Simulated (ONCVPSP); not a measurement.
# Zn ONCV: all-electron and pseudo phase curves

Zn (Z = 30), optimised norm-conserving Vanderbilt (ONCV), made with ONCVPSP 4.0.1 (PBE, scalar-relativistic). Core [Ar] 3d10, reference 4s1 4p1. Waves: 4s: rc 1.65 bohr, ncon 4, nbas 8, qcut 3.8 1/bohr, 2 projectors, debl 3.7 Ha; 4p: rc 2.75 bohr, ncon 4, nbas 7, qcut 3.6 1/bohr, 2 projectors, debl 1.2 Ha; d scattering state at 0.26 Ha: rc 2.30 bohr, ncon 4, nbas 9, qcut 4.4 1/bohr, 2 projectors, debl 3.7 Ha. Local part: polynomial inside 1.40 bohr (lpopt 2, dvloc0 4 Ha). Core correction: Teter function, parameters optimised by the program.

The phase is arctan(r·R′/R) of the radial function R(r), unwrapped; energies in Ha, scanned from -2 to 5 Ha. A pole is an energy at which the radial function vanishes at the test radius. The pseudo phase is shifted by a multiple of π to meet the all-electron one at the reference energy, and phase errors are pseudo minus all-electron; the curves can meet again beyond the range given. Levels narrower than the energy grid can be missing from the lists of poles.

**Question.** For each channel, where are the poles, and over which energies does the pseudopotential scatter like the atom?

**Answer.**

```json
{"channel": "s", "radius (bohr)": "1.67", "reference energy (Ha)": "-0.27", "poles, all-electron": "3.42", "poles, pseudo": "3.42", "unbroken range about the reference energy with phases within 0.05 rad": "the whole range", "phase error 1 Ha above the reference energy (rad)": "-0.002"}
{"channel": "p", "radius (bohr)": "2.80", "reference energy (Ha)": "-0.08", "poles, all-electron": "0.69, 3.91", "poles, pseudo": "0.69, 3.75", "unbroken range about the reference energy with phases within 0.05 rad": "below 4.5", "phase error 1 Ha above the reference energy (rad)": "-0.000"}
{"channel": "d", "radius (bohr)": "2.34", "reference energy (Ha)": "0.26", "poles, all-electron": "-0.40, 2.44", "poles, pseudo": "1.85, 4.74", "unbroken range about the reference energy with phases within 0.05 rad": "0.0 to 0.4", "phase error 1 Ha above the reference energy (rad)": "-0.175"}
```

Note: no bound ghost flagged; GHOST(+) flagged for d at 122.6 eV.

Phases in the d channel:

| E (Ha) | all-electron | pseudo |
| --- | --- | --- |
| -1.98 | 1.307 | -1.790 |
| -1.80 | 1.291 | -1.799 |
| -1.62 | 1.272 | -1.810 |
| -1.44 | 1.248 | -1.822 |
| -1.26 | 1.218 | -1.836 |
| -1.08 | 1.176 | -1.853 |
| -0.90 | 1.110 | -1.873 |
| -0.72 | 0.966 | -1.899 |
| -0.54 | 0.070 | -1.931 |
| -0.36 | -1.692 | -1.974 |
| -0.18 | -1.933 | -2.035 |
| 0.00 | -2.090 | -2.127 |
| 0.18 | -2.276 | -2.281 |
| 0.36 | -2.560 | -2.571 |
| 0.54 | -3.008 | -3.128 |
| 0.72 | -3.546 | -3.798 |
| 0.90 | -3.956 | -4.204 |
| 1.08 | -4.204 | -4.412 |
| 1.26 | -4.356 | -4.531 |
| 1.44 | -4.456 | -4.607 |
| 1.62 | -4.528 | -4.662 |
| 1.80 | -4.582 | -4.703 |
| 1.98 | -4.626 | -4.736 |
| 2.16 | -4.662 | -4.765 |
| 2.34 | -4.695 | -4.790 |
| 2.52 | -4.726 | -4.815 |
| 2.70 | -4.756 | -4.838 |
| 2.88 | -4.787 | -4.863 |
| 3.06 | -4.820 | -4.890 |
| 3.24 | -4.859 | -4.921 |
| 3.42 | -4.908 | -4.959 |
| 3.60 | -4.974 | -5.011 |
| 3.78 | -5.075 | -5.091 |
| 3.96 | -5.248 | -5.248 |
| 4.14 | -5.607 | -5.720 |
| 4.32 | -6.323 | -7.060 |
| 4.50 | -7.001 | -7.636 |
| 4.68 | -7.328 | -7.819 |
| 4.86 | -7.489 | -7.916 |
